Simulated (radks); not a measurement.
Results of a calculation; reference values are marked as such.
Er LVII, configuration [Ne] 3s2 (the NIST ground configuration).

Level of theory: scalar-relativistic Kohn-Sham, PBE, spin-unpolarised, spherical densities, point nucleus (a radial shooting solver on a logarithmic mesh with Libxc functionals).

Energy parts (hartree):
total: -9603.6350
kinetic: 10648.9407
electron-nucleus: -20972.9415
Hartree: 850.5807
exchange-correlation: -130.2149

Orbitals (lengths in bohr, moments of r in powers of bohr; r(90%) holds 90 % of the orbital's charge):
orbital  occ.  eigenvalue (hartree)  r(90%)
1s          2             -2271.695  0.0369
2s          2             -508.4891   0.131
2p          6             -469.0515   0.122
3s          2             -208.1872   0.296

The highest occupied level is 3s at -5665.1 eV. The density falls to 0.001 e/bohr^3 at r = 0.57 bohr.
